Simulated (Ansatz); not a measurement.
**Isomers of C2HF2Si**

2 of its isomers, all doublets with charge 0: A = `[C]#C[SiH](F)F`; B = `C#C[Si](F)F`.

Shapes, held fixed at every level: PBE0-D4/def2-TZVP. Programs: Ansatz 0.2.0.

A:

```xyz
6

C     0.8584   -2.0851    1.0522
C     0.4453   -1.0826    0.5129
Si   -0.1830    0.4592   -0.2013
F    -1.4799    0.1382   -1.0440
F     0.9041    1.0434   -1.1871
H    -0.5028    1.4630    0.8213
```

B:

```xyz
6

C    -0.0859    0.3134    1.6964
C    -0.0849    0.1124    0.5063
Si   -0.3363   -0.0886   -1.2733
F    -0.1560   -1.6172   -1.6643
F     0.7715    0.7327   -2.0607
H    -0.0664    0.4832    2.7493
```

Electronic energies in kJ/mol, without zero-point or thermal terms.

```tsv
level	kind	B − A
HF/def2-SVP	Hartree–Fock	-92.0
SPW92/def2-TZVPP	LDA	-184.7
r2SCAN-D4/def2-TZVPP	meta-GGA	-156.5
BHLYP-D4/def2-TZVPP	global hybrid	-152.5
PBE0-D4/def2-TZVPP	global hybrid	-164.3
wB97X-V/def2-TZVPP	range-separated hybrid	-158.0
B2PLYP/def2-TZVPP	double hybrid	-160.8
```

B2PLYP/def2-TZVPP puts B lowest of these. All levels agree on that. The B − A difference spans -184.7 to -92.0 kJ/mol over the levels. Spin contamination: SiH(CC)F2 (⟨S²⟩ up to 1.18). Open shells run unrestricted unless RO is named.
